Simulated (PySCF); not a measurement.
# Diatomic cations of Rb with the alkali metals

MP2 with double-zeta basis sets in PySCF, for the lowest determinant that a PBE0 search found; no spin–orbit coupling. De refers to high-spin ground-configuration atoms (the charge goes to the atom of lower measured ionisation energy or higher electron affinity, which is not always the lowest computed limit).

```tsv
M	basis	reference, frozen orbitals	charged atom	state (unpaired electrons)	Re (Å)	ωe (cm⁻¹)	De (eV)
Li	def2-SVPD	UHF, 0	Rb+	doublet (σ ↑)	4.176	125	0.44
Na	def2-SVPD	UHF, 1	Rb+	doublet (σ ↑)	4.382	70.0	0.46
K	def2-SVP	UHF, 5	Rb+	doublet (σ ↑)	4.831	51.8	0.70
Rb	def2-SVPD	UHF, 0	Rb+	doublet (σ ↑)	5.054	39.1	0.65
Cs	def2-SVP	UHF, 0	Cs+	doublet (σ ↑)	5.283	34.2	0.51
```

The shortest bond is that of RbLi⁺ (4.176 Å), the longest that of CsRb⁺ (5.283 Å).

The rows differ in basis set, which adds steps of its own.

Down a group the atoms grow and get heavier, so bonds lengthen and wavenumbers fall; this series shows no clear exception.

Correlated steps freeze the inner cores (0 to 5 orbitals); shallow outer-core shells are correlated. Weak bonds: RbLi⁺, RbNa⁺. Basis-set superposition, not corrected here, can be much of De in a small basis, most of all at correlated wavefunction levels. Spin–orbit coupling is left out. For an ion De counts to the pair picked by the measured ionisation energies or electron affinities, which need not be the lowest pair at this level. States were picked by a PBE0 search and need not be the measured ground states.
